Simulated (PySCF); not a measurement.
**From computed data to an observable: entropy of an ideal gas**

C₄H₄ClF, SMILES C=C/C(F)=C/Cl.

Geometry optimised at B3LYP-D3(BJ)/def2-SVP. One conformer was computed; it need not be the lowest.

B3LYP-D3(BJ)/def2-SVP (PySCF 2.14.0) gives the harmonic wavenumbers 112, 168, 249, 277, 411, 517, 635, 727, 799, 845, 910, 944, 1014, 1041, 1192, 1308, 1361, 1436, 1669, 1723, 3157, 3178, 3233, 3259 cm⁻¹ and the rotational temperatures 0.4742, 0.0677, 0.0592 K. The molar mass is 106.52 g/mol, the symmetry number 1, the spin multiplicity 1.

Question: Work out the entropy at 298.15 K and 1 atm in the rigid-rotor, harmonic-oscillator model.

Answer: 
Translation (Sackur–Tetrode at 1 atm): S = R[1.5 ln M + 2.5 ln T − 1.16487] = 167.0 J/(mol K).
Rotation: q = (√π/σ) T^1.5/√(θA θB θC) = 209000, S = R[ln q + 3/2] = 114.3 J/(mol K).
Vibration: with u = 1.4388 ν/T, each mode gives R[u/(e^u − 1) − ln(1 − e^−u)]:
```csv
ν (cm⁻¹),modes,u,S (J/(mol K))
112,1,0.54,13.53
168,1,0.81,10.28
249,1,1.20,7.27
277,1,1.34,6.49
411,1,1.98,3.86
517,1,2.49,2.58
635,1,3.06,1.65
727,1,3.51,1.15
799,1,3.86,0.87
845,1,4.08,0.73
910,1,4.39,0.56
944,1,4.56,0.49
1014,1,4.89,0.37
1041,1,5.02,0.33
1192,1,5.75,0.18
1308,1,6.31,0.11
1361,1,6.57,0.09
1436,1,6.93,0.06
1669,1,8.05,0.02
1723,1,8.31,0.02
```
The stiffer modes add less than 0.005 each. Sum 50.7 J/(mol K).
Spin: R ln 1 = 0.0 J/(mol K).
Total 332.0 J/(mol K); the program's own thermochemistry gives 332.0. Translation makes up 50 % and vibration 15 %. Anharmonicity, hindered rotation and orbital degeneracy are left out.
